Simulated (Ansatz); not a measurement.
## Which is lower?

The two ends of one reaction step of CH₆SSn, closed shell (PBE0-D4/def2-TZVP).

A:

```xyz
9
angstrom
Sn -0.0780 -0.7244 0.5286
C -0.1691 1.3692 0.1183
S 1.2867 -1.8030 -1.1424
H 0.4279 -1.5426 -2.1417
H 0.7182 -1.0593 1.9999
H -1.6367 -1.4276 0.5022
H 0.8405 1.7788 0.1071
H -0.7580 1.8770 0.8831
H -0.6315 1.5320 -0.8551
```

B:

| atom | x (Å) | y (Å) | z (Å) |
| --- | --- | --- | --- |
| Sn1 | 0.0459 | -1.7465 | 0.7232 |
| C2 | -0.0492 | 1.4228 | -0.5457 |
| S3 | 0.6835 | -2.9145 | -1.0313 |
| H4 | 0.2510 | 0.7245 | -1.3277 |
| H5 | 1.0962 | -1.0600 | 1.8865 |
| H6 | -1.5776 | -1.4306 | 1.1615 |
| H7 | 0.6729 | 1.4041 | 0.2723 |
| H8 | -1.0451 | 1.1701 | -0.1780 |
| H9 | -0.0776 | 2.4302 | -0.9608 |

Program: Ansatz 0.2.0. Basis: def2-TZVPP. Cores are frozen in the correlated methods. Filled d shells of the heavier atoms are correlated. Core potentials replace the inner electrons of the atoms past krypton. The def2 sets are not built for correlating such inner shells, so the correlated values are less sure here. B3LYP uses VWN-RPA correlation.

Task: Which structure is lower at CCSD(T), and by how much? (To be estimated.)

Result: By the calculation: A, by 82.8 kJ/mol (electronic energy, against the other). By their contacts, A is CH₆SSn ([CH3][SnH2][SH]) and B is a complex of SnH₂S ([S][SnH2]) + CH₄.

All methods give the same order:

```
      method  E(B) − E(A) (kJ/mol)
       SPW92                  89.6
      PBE-D4                  70.1
     BLYP-D4                  56.9
   r2SCAN-D4                  77.4
      B97M-V                  69.2
     PBE0-D4                  83.9
    B3LYP-D4                  69.8
  r2SCAN0-D4                  86.3
    BHLYP-D4                  83.6
CAM-B3LYP-D4                  84.5
     wB97X-V                  94.2
     wB97M-V                  88.2
      B2PLYP                  72.9
    PBE-QIDH                  91.6
  RPA on PBE                  78.4
          HF                  82.9
         MP2                  86.4
        CCSD                  87.7
     CCSD(T)                  82.8
```

T1 diagnostic: at most 0.019.

Labels in which every atom is bracketed show which atoms are joined, not bond orders.

For scale, one of the runs: CCSD(T)/def2-TZVPP, 207 basis functions, launched by `ansatz run in.yaml --threads 4 --pin off --events-out ev --progress --plain --max-ram 9574MiB`. Time: 85 s of wall clock on 4 CPU threads of an Intel Xeon; the host was shared. Peak host memory: 2.9 GiB.
